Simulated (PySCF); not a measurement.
# Reading the logs of faulty runs: AlBCH6N cation

Calculated results; nothing here was measured. The program is PySCF 2.14.0, an open-source quantum chemistry code, run on an isolated molecule that a program drew, which may never have been made. The molecule is AlBCH6N cation (charge +1, singlet), drawn as the SMILES string `C[B](N)[AlH+]`.

Each row is a Hartree-Fock (HF) and frozen-core CCSD(T) single point in the cc-pV(D+d)Z basis, meant for a local HF minimum. Run 1 is clean. Each other run has one planted mistake out of seven kinds, and not every kind appears here: one electron removed, one electron added, multiplicity raised by two, geometry at a saddle point, minimal basis STO-3G, one bond length entered in bohr, all coordinates scaled. The reference is restricted for singlets and unrestricted otherwise, and also for a bond in bohr. Adding or removing an electron swaps singlet and doublet. Electrons count all cores. HOMO and LUMO are orbital energies over both spins, the gradient is its largest component, and the lowest frequency (negative if imaginary) is given only where the gradient is small. Bond lengths are over the 9 bonds as drawn. T1 is the CCSD diagnostic: over 0.02 (restricted) or 0.045 (unrestricted) a single reference is doubtful.

Geometry of the clean run:
```xyz
10
AlBCH6N cation, angstrom
C    -0.3322    1.4008    1.1224
B     0.9610    1.2050    1.9950
N     2.2323    1.6178    1.6801
Al    0.6725    0.1531    3.9268
H    -0.1079    1.9209    0.1875
H    -0.7939    0.4413    0.8675
H    -1.0897    1.9851    1.6550
H     3.0580    1.4974    2.2292
H     2.4117    2.0982    0.8159
H     0.3939   -0.5914    5.2680
```

```
run,electrons,basis functions,<S^2>,HOMO (eV),LUMO (eV),gradient (hartree/bohr),lowest frequency (cm^-1),mean bond (Å),longest bond (Å),T1,HF (hartree),CCSD(T) (hartree),mistake
1,36,95,0.000,-15.28,-4.41,2.6e-05,128,1.3344,2.218,0.0149,-362.21394,-362.71750,no fault
2,37,95,0.794,-5.43,1.09,3.3e-02,-,1.3344,2.218,0.0185,-362.39411,-362.90978,one electron added
3,36,95,0.712,-15.25,-4.44,1.7e-02,-,1.4427,2.218,0.0581,-362.08763,-362.58802,one bond length entered in bohr
4,36,95,0.000,-15.06,-4.42,4.0e-02,-,1.4105,2.345,0.0172,-362.18801,-362.70197,all coordinates scaled
5,35,95,0.793,-22.16,-13.25,6.6e-02,-,1.3344,2.218,0.0201,-361.69042,-362.17339,?
```

**Which mistake was planted in run 5, and what did it cost?**

It counts 35 electrons, one fewer than the clean run, at the same geometry and basis. So the mistake is: one electron removed. Subtracting run 1 and multiplying by 627.51 kcal/mol a hartree, the energy moved by 328.5 kcal/mol in HF and 341.4 kcal/mol in CCSD(T).

Cautions from the logs. Run 3: T1 is over the limit, so its CCSD(T) energy is less reliable.
